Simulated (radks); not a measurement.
Question: All-electron atom: Br IV in [Ar] 3d10 4s2 4p1 4f1 (not the ground configuration). Method: Dirac Kohn-Sham, LDA (Slater exchange, Perdew-Zunger correlation), spin-unpolarised, spherical densities, finite nucleus; open shells fill j = l - 1/2 first; Fermi nuclear charge, rms radius 4.1629 fm; computed with a radial shooting solver on a logarithmic mesh with Libxc functionals. Some entries of the table are withheld. Estimate them.

orbital  occ.  eigenvalue (eV)  <r> (bohr)  <1/r> (bohr^-1)
1s1/2       2        -13339.05         (1)            35.61
2s1/2       2              (2)      0.1895            7.944
2p1/2       2        -1606.289      0.1628              (3)
2p3/2       4        -1558.860      0.1667              (4)
3s1/2       2        -283.4199      0.5518            2.605
3p1/2       2        -224.0790      0.5566            2.492
3p3/2       4        -217.2106      0.5671            2.429
3d3/2       4        -113.7492         (5)            2.174
3d5/2       6        -112.6503         (6)            2.158
4s1/2       2         -60.1357       1.512           0.8859
4p1/2       1         -45.8177       1.690           0.7834
4p3/2       0         -45.0010       1.715           0.7701
4d3/2       0         -24.9819       2.331              (7)
4d5/2       0         -24.8973       2.340              (8)
5s1/2       0         -22.3343       3.383              (9)
4f5/2       1         -12.1208       3.966           0.2929
4f7/2       0         -12.1200       3.967           0.2929

Answer: 
(1) 1s1/2 <r> (bohr): 0.04280
(2) 2s1/2 eigenvalue (eV): -1776.719
(3) 2p1/2 <1/r> (bohr^-1): 7.919
(4) 2p3/2 <1/r> (bohr^-1): 7.659
(5) 3d3/2 <r> (bohr): 0.5833
(6) 3d5/2 <r> (bohr): 0.5872
(7) 4d3/2 <1/r> (bohr^-1): 0.5589
(8) 4d5/2 <1/r> (bohr^-1): 0.5568
(9) 5s1/2 <1/r> (bohr^-1): 0.3924
